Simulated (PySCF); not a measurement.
**RuHCl + Br₂ → RuBr₂ + HCl**

Level: PBE0 in the def2-TZVP basis family, computed in PySCF with density fitting; scalar-relativistic core potentials for atoms from Rb on, none lighter, no spin–orbit coupling; open shells unrestricted.

| species | state and structure | E (Eh) | ZPE (kJ/mol) | H(298 K) − H(0) (kJ/mol) | S° (J/(mol K)) |
| --- | --- | --- | --- | --- | --- |
| RuHCl | quintet, Cs, Ru–Cl 2.258 Å, Ru–H 1.667 Å; Cl–Ru–H 152.7° | -555.52148 | 15.1 | 12.0 | 281.5 |
| Br₂ | singlet, D∞h, Br–Br 2.281 Å | -5147.70672 | 2.0 | 9.7 | 244.8 |
| RuBr₂ | quintet, D∞h, Ru–Br 2.373 Å (×2) | -5242.67223 | 3.8 | 15.5 | 327.4 |
| HCl | singlet, C∞v, H–Cl 1.279 Å | -460.66440 | 17.9 | 8.7 | 186.6 |

Task: What is the electronic reaction energy?

Result: At PBE0/def2-TZVP, ΔE = -284.7 kJ/mol from the differences of the total energies times 2625.5, downhill. 

Task: Add zero-point, thermal and entropy terms for 298.15 K and 1 bar.

Result: ΔZPE = 4.6 and Δ[H(298) − H(0)] = 2.5 kJ/mol give ΔH° = -277.6 kJ/mol. ΔS° = -12.3 J/(mol K), so ΔG° = -277.6 − 298.15 × (-0.0123) = -274 kJ/mol.

Open d or f shells are single determinants, so the state found may not be the ground state. Each species is the lowest minimum found with this bonding; other isomers or fragments can lie lower.
